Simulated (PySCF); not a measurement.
**The second ionisation energy along group 14**

Calculated with PySCF 2.14 from differences of total energies of unrestricted determinants, without spin-orbit coupling. Values in eV. The last column holds reference values (NIST; (s) semi-empirical, (t) theoretical, else measured). Unmarked ones compare directly (S terms, centres of terms, or small fine structure); those marked * lie between the lowest fine-structure levels and include a spin-orbit shift.

```csv
element,configurations,UHF,CCSD (valence),CCSD(T) (valence),MP2 (valence and next inner shell),LDA,PBE0,reference
"C (aug-cc-pwCVDZ, non-relativistic)",[He] 2s2 2p1 → [He] 2s2,24.099,23.994,24.014,24.181,24.701,24.771,24.378
"Si (aug-cc-pwCVDZ, non-relativistic)",[Ne] 3s2 3p1 → [Ne] 3s2,15.821,16.114,16.134,15.977,16.367,16.427,16.322
"Ge (aug-cc-pwCVDZ-PP with ECP10MDF, ECP)",[Ar] 3d10 4s2 4p1 → [Ar] 3d10 4s2,15.230,15.492,15.507,15.524,15.802,15.735,15.789
"Sn (aug-cc-pwCVDZ-PP with ECP28MDF, ECP)",[Kr] 4d10 5s2 5p1 → [Kr] 4d10 5s2,13.728,13.952,13.965,13.979,14.388,14.247,14.282
"Pb (aug-cc-pwCVDZ-PP with ECP60MDF, ECP)",[Xe] 4f14 5d10 6s2 6p1 → [Xe] 4f14 5d10 6s2,13.179,13.378,13.386,13.449,13.889,13.713,13.869
```

Q: Which of these methods has the smallest mean absolute error against the measured values here?

A: LDA, with 0.102 eV.

```csv
method,elements,mean error (eV),mean absolute error (eV),largest error (eV)
UHF,5,-0.516,0.516,-0.689
CCSD (valence),5,-0.342,0.342,-0.491
CCSD(T) (valence),5,-0.327,0.327,-0.483
MP2 (valence and next inner shell),5,-0.306,0.306,-0.420
LDA,5,0.102,0.102,0.323
PBE0,5,0.051,0.148,0.393
```

Errors include the incompleteness of the basis and the frozen core.

"Valence" correlates the outer s and p shells and, in groups 3 to 12 and the f block, the outer d or f shell, open or full, or the next shell where the ion has no valence electron left; the wider scheme adds the next inner shell.
